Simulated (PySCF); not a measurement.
Cl4H3NTi, multiplicity 1. Atoms are numbered in the order given.

```xyz
9

Ti     0.0000     0.0000     0.0255
Cl     1.8824    -1.0868    -0.2839
Cl     0.0000     0.0000     2.2000
Cl     0.0000     2.1736    -0.2839
Cl    -1.8824    -1.0868    -0.2839
N      0.0000     0.0000    -2.2402
H      0.0000    -0.9555    -2.6003
H      0.8275     0.4778    -2.6003
H     -0.8275     0.4778    -2.6003
```
Charge 0, spin multiplicity 1.

Geometry optimised at ωB97X-D3(BJ)/def2-SVP. The spin state was assumed, not searched.

Level of theory: PBE0/pcSseg-1 (PySCF).

GIAO shieldings, no solvent; atoms listed in one row are averaged. δ = σ(ref) − σ: ³⁵Cl against HCl (σ = 945.9 ppm); ¹⁵N against NH3 (σ = 267.4 ppm); ¹H against TMS (σ = 31.56 ppm), references at their B3LYP-D3(BJ)/def2-TZVP geometries, non-relativistic (without spin–orbit terms, shifts of atoms bonded to Cl or Br come out too high).

| nucleus | atoms | count | δ (ppm) |
|---|---|---|---|
| ³⁵Cl | Cl3 | 1 | 999.6 |
| ³⁵Cl | Cl5, Cl2, Cl4 | 3 | 882.5 |
| ¹⁵N | N6 | 1 | 62.9 |
| ¹H | H7, H8, H9 | 3 | 2.33 |
